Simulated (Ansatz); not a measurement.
Cost and result up the ladder for the cluster GeO₄ (5 atoms). Total charge 0; singlet. Geometry: r2SCAN-D4/def2-SVP.

```xyz
5

Ge    0.269    0.507    1.422
O    -0.731    0.022   -0.963
O     0.376   -0.692   -0.917
O    -0.469    1.233   -0.085
O     0.555   -1.070    0.542
```

Ansatz on 4 threads of Arm Neoverse V1 on a shared host. Times are rough, and most runs start from the orbitals of an earlier one. No level here is sound enough to serve as a yardstick. Binding counts from free atoms at the same level (Ge triplet, O triplet; other spins of the atoms weren't run), without zero-point energy or a counterpoise term.

Correlated methods freeze 13 core orbitals; core or outer-core shells of Ge are correlated, in sets that lack core-valence functions. The structure holds 3 bonds between oxygen atoms, so isomers without such links may lie far lower. Another isomer (singlet) lies 0.71 eV lower at PBE0-D4/def2-TZVP; other spin states weren't run for this one.

Correlated methods converge slowly with the basis.

```tsv
level	functions	wall time	binding energy per atom (eV)	remarks
PBE-D4/def2-TZVP (with forces)	172	1.6 s	3.26	restricted SCF unstable in HF
PBE0-D4/def2-TZVP	172	2.5 s	2.76	restricted SCF unstable in HF
r2SCAN-D4/def2-TZVP	172	2.8 s	2.92	restricted SCF unstable in HF
r2SCANh-D4/def2-TZVP	172	3.4 s	2.75	restricted SCF unstable in HF
ωB97M-V/def2-TZVP	172	5.5 s	2.80	restricted SCF unstable in HF
CCSD(T)/def2-TZVPP	172	64 s	2.64	large T1 (0.025), restricted SCF unstable
```
